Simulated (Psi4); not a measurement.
AuCl, charge +1, doublet, geometry from GFN2-xTB (such geometries of metal compounds can be far from the true shape) (the multiplicity is a formal guess) (core potentials on Au); B3LYP/def2-SVP run with Psi4.

Here is a job for Psi4.
```
memory 2 GB

molecule mol {
1 2
  Au   -0.000000   -0.000000   -0.394690
  Cl    0.000000    0.000000    1.834149
}

set basis def2-svp
set reference uks

energy('b3lyp')
print_variables()
```

### Question
Predict the main parts of the log of this Psi4 run.

### Answer

```
   => Loading Basis Set <=

    Name: DEF2-SVP
    Role: ORBITAL
    Keyword: BASIS

    !!!  WARNING: ECP capability is in beta. Please check occupations closely.  !!!

         ---------------------------------------------------------
                                   SCF
               by Justin Turney, Rob Parrish, Andy Simmonett
                          and Daniel G. A. Smith
                              UKS Reference
         ---------------------------------------------------------

  ==> Geometry <==

    Molecular point group: c2v
    Full point group: C_inf_v

    Geometry (in Angstrom), charge = 1, multiplicity = 2:

       Center              X                  Y                   Z               Mass
    ------------   -----------------  -----------------  -----------------  -----------------
         AU           0.000000000000     0.000000000000    -0.336041567727   196.966568790000
         CL           0.000000000000     0.000000000000     1.892797432273    34.968852682000

  Running in c2v symmetry.

  Rotational constants: A = ************  B =      0.11427  C =      0.11427 [cm^-1]
  Rotational constants: A = ************  B =   3425.72880  C =   3425.72880 [MHz]
  Nuclear repulsion =   76.687566507230898

  Charge       = 1
  Multiplicity = 2
  Electrons    = 35
  Nalpha       = 18
  Nbeta        = 17

  ==> Algorithm <==

  SCF Algorithm Type is DF.
  DIIS enabled.
  MOM disabled.
  Fractional occupation disabled.
  Guess Type is SAD.
  Energy threshold   = 1.00e-06
  Density threshold  = 1.00e-06
  Integral threshold = 1.00e-12

  ==> Primary Basis <==

  Basis Set: DEF2-SVP
    Blend: DEF2-SVP
    Number of shells: 20
    Number of basis functions: 50
    Number of Cartesian functions: 56
    Spherical Harmonics?: true
    Max angular momentum: 3

  Core potential: DEF2-SVP
    Number of shells: 4
    Number of ECP primitives: 14
    Number of ECP core electrons: 60
    Max angular momentum: 3

  ==> DFT Potential <==

   => LibXC <=

    Version 7.1.2
    S. Lehtola, C. Steigemann, M. J. T. Oliveira, and M. A. L. Marques,  SoftwareX 7, 1–5 (2018) (10.1016/j.softx.2017.11.002)

   => Composite Functional: B3LYP <=

    B3LYP Hyb-GGA Exchange-Correlation Functional

    P. J. Stephens, F. J. Devlin, C. F. Chabalowski, and M. J. Frisch,  J. Phys. Chem. 98, 11623 (1994) (10.1021/j100096a001)

    Deriv               =              1
    GGA                 =           TRUE
    Meta                =          FALSE

[...]

   @Spin Contamination Metric:   3.683720552E-03
   @S^2 Expected:                7.500000000E-01
   @S^2 Observed:                7.536837206E-01
   @S   Expected:                5.000000000E-01
   @S   Observed:                5.000000000E-01

    Orbital Energies [Eh]
    ---------------------

    Alpha Occupied:

[...]
    Alpha Virtual:

[...]
    Beta Occupied:

[...]
    Beta Virtual:

[...]
    Final Occupation by Irrep:
             A1    A2    B1    B2
    DOCC [     9,    1,    3,    4 ]
    SOCC [     0,    0,    1,    0 ]
    NA   [     9,    1,    4,    4 ]
    NB   [     9,    1,    3,    4 ]

  @DF-UKS Final Energy:  -595.47262191803281

   => Energetics <=

    Nuclear Repulsion Energy =             76.6875665072308976
    One-Electron Energy =               -1016.1247534341442815
    Two-Electron Energy =                 376.9715160873933542
    DFT Exchange-Correlation Energy =     -33.0069510785129268
    Empirical Dispersion Energy =           0.0000000000000000
    VV10 Nonlocal Energy =                  0.0000000000000000
    Total Energy =                       -595.4726219180329281

  UHF NO Occupations:
  HONO-2 :    3 B1 1.9994550
  HONO-1 :    9 A1 1.9992352
  HONO-0 :    4 B1 1.0000000
  LUNO+0 :   10 A1 0.0007648
  LUNO+1 :    5 B1 0.0005450
  LUNO+2 :   11 A1 0.0004671
  LUNO+3 :    5 B2 0.0000294

Computation Completed

Properties will be evaluated at   0.000000,   0.000000,   0.000000 [a0]

Properties computed using the SCF density matrix

 Multipole Moments:

 ------------------------------------------------------------------------------------
     Multipole            Electronic (a.u.)      Nuclear  (a.u.)        Total (a.u.)
 ------------------------------------------------------------------------------------

 L = 1.  Multiply by 2.5417464519 to convert [e a0] to [Debye]
 Dipole X            :          0.0000000            0.0000000            0.0000000
 Dipole Y            :          0.0000000            0.0000000            0.0000000
 Dipole Z            :        -48.6153319           48.7412648            0.1259330
 Magnitude           :                                                    0.1259330

 ------------------------------------------------------------------------------------

  Variable Map:
  ----------------------------------------------------------------------------
[...]
  Array Variable Map:
  ----------------------------------------------------------------------------
[...]
[...]
```
